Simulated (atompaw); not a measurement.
# What one change does to a pseudopotential (zirconium (Zr), PAW (atompaw))

Zr (Z = 40), PAW, made with atompaw 4.2.0.5 (PBE, scalar-relativistic). Core [Kr], reference 4d2 5s1 5p1. Waves: 5s (bound): rc 3.00 bohr; 5s channel at 1.95 Ry: rc 3.00 bohr; 5p (bound): rc 3.00 bohr; 5p channel at 5.05 Ry: rc 3.00 bohr; 4d (bound): rc 3.00 bohr; 4d channel at 0.05 Ry: rc 2.00 bohr. Local part: bessel scheme, radius 2.00 bohr. Core correction: smooth core density matched at 2.00 bohr. Augmentation charge: sinc compensation charge, radius 2.25 bohr; PAW radius 3.00 bohr; waves and projectors: custom polynom vanderbiltortho.

Change: reference 4d2 5s0 5p0.

Cutoffs: the cutoffs (Ry, on a coarse ladder) from which the occupation-weighted sum of valence levels, in a spherical-Bessel basis at the reference potential, stays within 10 and 1 mRy of its value at 400 Ry; they do not see the model core or the augmentation charge, which bear on the density cutoff.

Problem. What does the change do?

Solution. The potential gets harder (8 Ry and 12 Ry → 10 Ry and 15 Ry); both files keep a bound ghost (s); the range in which the d phases agree widens (upper end 1.6 → 4.8).

| quantity | base | changed |
| --- | --- | --- |
| cutoff, loose | 8 Ry | 10 Ry |
| cutoff, tight | 12 Ry | 15 Ry |
| bound ghosts | s | s |
| s: phases at 3.02 bohr within 0.05 rad from the reference energy up to (Ry; the scan ends near 5) | 4.1 | 3.4 |
| p: phases at 3.02 bohr within 0.05 rad from the reference energy up to (Ry; the scan ends near 5) | 0.2 | 1.0 |
| d: phases at 3.02 bohr within 0.05 rad from the reference energy up to (Ry; the scan ends near 5) | 1.6 | 4.8 |
| lowest overlap eigenvalue by channel | s 0.06, p 0.15, d 0.08 | s 0.02, p 0.12, d 0.71 |

 A true bound ghost makes a file unfit for plane-wave use even where its test errors are small: the radial tests pick states by their node count and pass the ghost by. The cutoffs see the waves, projectors and local potential, not the compensation charge or the core.
